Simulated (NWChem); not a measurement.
# H2PbS

```xyz
4

Pb     0.3512    -0.2600     0.0000
H      1.4267     1.2656     0.0000
S     -1.7261     1.2401     0.0000
H     -2.6092     0.2123     0.0000
```
Charge 0, spin multiplicity 1.

Everything below was run with NWChem. All single points use one geometry, from B3LYP/def2-SVP with def2 effective core potentials on Pb, a minimum by its harmonic frequencies. It is one conformer; others weren't searched.

Symmetry labels belong to the abelian group Cs used in the runs, with the axes of the coordinates shown.

Effective core potentials replace the inner electrons of Pb; spin-orbit coupling is left out. B3LYP has NWChem's definition, with VWN1-RPA local correlation. The structure started from a generated list of species.

Task: List the lowest 6 singlet excitations that TD-B3LYP/def2-SVPD with def2 effective core potentials on Pb, VWN1-RPA local correlation gives, with oscillator strengths.

Result: 
```
state  symmetry  energy (eV)  wavelength (nm)      f
-----  --------  -----------  ---------------  -----
1            a"         2.97              417  0.007
2            a'         3.61              344  0.030
3            a"         3.85              322  0.001
4            a"         5.07              245  0.008
5            a'         5.16              240  0.112
6            a'         5.72              217  0.111
```
